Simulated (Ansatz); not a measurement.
```xyz
5

Ru    0.0000    0.0000    0.0000
O     0.9873    0.9873    0.9873
O     0.9873   -0.9873   -0.9873
O    -0.9873    0.9873   -0.9873
O    -0.9873   -0.9873    0.9873
```

Basis set: def2-TZVPP (spherical functions, with the set's core potentials past Kr). Charge 0, multiplicity 1.

Computed with Ansatz (development build ahead of 0.2.0); each method stands on the lowest determinant of its kind that the runs found. Restricted functionals stand beside restricted open-shell atoms, which can lie above the unrestricted atoms usual in DFT and then raise those values.

Task: Give the atomization energy at this shape (free ground-state atoms in the same class of orbitals less the molecule, no zero-point energy) of singlet RuO₄ by r²SCAN (restricted), r²SCAN (unrestricted).

Result:

| method | atomization energy |
| --- | --- |
| r²SCAN (restricted) | 2060.6 kJ/mol |
| r²SCAN (unrestricted) | 2010.3 kJ/mol |

Caution: other spin multiplicities were not run.

The shape needn't be a minimum at these levels.
